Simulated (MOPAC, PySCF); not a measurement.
C$_{2}$H$_{3}$NSi, SMILES `C=[si]1cn1`, neutral singlet in the gas phase. 

Cartesian coordinates (Å):
SMILES: C=[si]1cn1
```xyz
7

C     -1.1021     1.1700     0.3794
Si     0.0111    -0.0242    -0.0394
C      1.3563    -1.1396    -0.1894
N      0.4670    -1.3398    -1.1141
H     -0.9239     1.8157     1.2259
H     -2.0091     1.3065    -0.1912
H      2.2926    -1.6735    -0.0289
```
Charge 0, spin multiplicity 1.

All levels are single points at this geometry (B3LYP-D3(BJ)/def2-TZVP); Pople sets use spherical d functions. Orbital energies aren't observables, and empty levels follow the basis.

```json
[
 {"level": "B3LYP-D3(BJ)/def2-TZVP in PySCF", "HOMO (eV)": "-6.36", "LUMO (eV)": "-1.73", "gap (eV)": "4.63", "dipole (D)": "1.76", "vertical IE, Delta-SCF (eV)": "8.70"},
 {"level": "B3LYP/3-21G in PySCF", "HOMO (eV)": "-6.15", "LUMO (eV)": "-1.10", "gap (eV)": "5.04", "dipole (D)": "1.75", "vertical IE, Delta-SCF (eV)": "–"},
 {"level": "B3LYP/6-31G* in PySCF", "HOMO (eV)": "-6.10", "LUMO (eV)": "-1.25", "gap (eV)": "4.85", "dipole (D)": "1.65", "vertical IE, Delta-SCF (eV)": "8.52"},
 {"level": "SVWN5/6-31G* in PySCF", "HOMO (eV)": "-5.41", "LUMO (eV)": "-2.48", "gap (eV)": "2.93", "dipole (D)": "1.55", "vertical IE, Delta-SCF (eV)": "–"},
 {"level": "HF/6-31G* in PySCF", "HOMO (eV)": "-8.66", "LUMO (eV)": "3.00", "gap (eV)": "11.65", "dipole (D)": "2.03", "vertical IE, Delta-SCF (eV)": "–"},
 {"level": "AM1 in MOPAC", "HOMO (eV)": "-8.96", "LUMO (eV)": "-0.53", "gap (eV)": "8.43", "dipole (D)": "2.02", "vertical IE, Delta-SCF (eV)": "–"}
]
```
